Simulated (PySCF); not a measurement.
# InO⁺: frontier orbitals

PBE0 at R = 2.972 Å; basis In cc-pVTZ-PP with ECP28, O cc-pVTZ; scalar-relativistic core potentials; PySCF 2.14. State: ³Σ⁻ (triplet), unpaired electrons π ↑↑. Only the outer orbitals are listed, counted within each symmetry, core potentials removing the inner ones.

```tsv
spin	orbital	occ.	ε (eV)	on In (%)	main shells (%)
α	3π	1	-18.37	0	100 O p
α	3π	1	-18.37	0	100 O p
α	6σ	1	-16.66	22	77 O p, 21 In s
α	7σ	1	-15.07	80	79 In s, 20 O p
α	4π	0	-7.37	100	100 In p
α	4π	0	-7.37	100	100 In p
α	8σ	0	-6.96	99	98 In p
β	6σ	1	-15.87	69	68 In s, 31 O p
β	7σ	1	-14.40	35	65 O p, 32 In s
β	3π	0	-9.47	5	95 O p
β	3π	0	-9.47	5	95 O p
β	4π	0	-7.30	96	96 In p
```

Q: Which are the highest filled and the lowest empty level, where do they sit, and how wide is the gap?

A: Highest filled β 7σ at -14.40 eV (in %: 65 O p, 32 In s); lowest empty β 3π at -9.47 eV (in %: 95 O p); the gap at PBE0 is 4.93 eV.

- bond order (Mayer): 0.15
- ⟨S²⟩: 2.005
- charge on In (Mulliken, basis-dependent): 0.92
- charge on In (Löwdin, basis-dependent): 0.87
- dipole moment (positive dipole points towards O; it is taken about the centre of mass and depends on that origin): -0.54 D
- polarisability along the bond: 36.6 bohr³
- polarisability across the bond: 28.3 bohr³

Spin–orbit coupling is left out. The state was picked by a PBE0 search and need not be the measured ground state.
